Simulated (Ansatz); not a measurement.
Ansatz results at the PBE0-D4/def2-TZVP geometry: LUMO energy (PBE0/def2-TZVPP) 0.93 eV; HOMO–LUMO gap (PBE0/def2-TZVPP) 8.61 eV; HOMO energy (B3LYP/def2-TZVPP) -7.43 eV.

Each molecule was computed in one conformer, which needn't be the lowest.

**Question.** Which molecule gave them?
A. `COB(N)F`
B. `COB(S)S`
C. `CB(C)S`
D. `NB(O)CF`

**Answer.** A. The others give `NB(O)CF`: 0.60, 8.63, -7.78; `CB(C)S`: -0.34, 7.49, -7.59; `COB(S)S`: 0.18, 7.50, -7.07.

B3LYP here is the variant with VWN-RPA as its local correlation; programs differ in this.
